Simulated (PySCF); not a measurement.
Highest occupied level (eV) of eight silicon and germanium compounds: PBE beside HF, computed with PySCF for isolated molecules in the bases named; differences from unrounded values. The eight are the first of their class met in an unordered collection, after screening for sound electronic states; none was chosen by its value. Each molecule has one DFT geometry for both levels.

| molecule | basis | HF | PBE | difference |
|---|---|---|---|---|
| Si(H)2(OH)(OSiH3) (H₆O₂Si₂), SMILES O[SiH2]O[SiH3] | def2-TZVP | -12.37 | -7.37 | 5.00 |
| ClH₆NSi₃, SMILES N1[SiH2][SiH]([SiH2]1)Cl | def2-TZVP | -9.62 | -6.20 | 3.42 |
| C3H11ClSi2, SMILES C[Si](C)(Cl)C[SiH3] | def2-TZVP | -11.43 | ___ | ___ |
| CH₈O₂Si₃, SMILES O=CO[SiH2][SiH2][SiH3] | def2-TZVP | -10.50 | -6.87 | 3.63 |
| C3H6GeO, SMILES C1(=O)[CH2][GeH2][CH2]1 | def2-TZVP | -10.55 | -5.67 | 4.88 |
| difluoro(fluorosilyl)silane (F3H3Si2), SMILES F[SiH](F)[SiH2]F | def2-TZVP | -11.94 | ___ | ___ |
| C3H7NSi, SMILES C=C=CN[SiH3] | def2-TZVP | -8.56 | -4.87 | 3.70 |
| C₃H₇FOSi, SMILES CC(=O)[Si@@H](C)F | def2-TZVP | -10.66 | ___ | ___ |

Q: Complete the blanks. (The exact figures need the calculation; the answer reports its results.)

A: 
- C₃H₇FOSi, SMILES CC(=O)[Si@@H](C)F, PBE: -5.51
- C₃H₇FOSi, SMILES CC(=O)[Si@@H](C)F, difference: 5.15
- difluoro(fluorosilyl)silane (F3H3Si2), SMILES F[SiH](F)[SiH2]F, PBE: -7.43
- difluoro(fluorosilyl)silane (F3H3Si2), SMILES F[SiH](F)[SiH2]F, difference: 4.52
- C3H11ClSi2, SMILES C[Si](C)(Cl)C[SiH3], PBE: -7.05
- C3H11ClSi2, SMILES C[Si](C)(Cl)C[SiH3], difference: 4.38

PBE lies below HF in 0 and above it in 8 of the eight; the mean signed difference is 4.33 and the largest 5.15 eV.
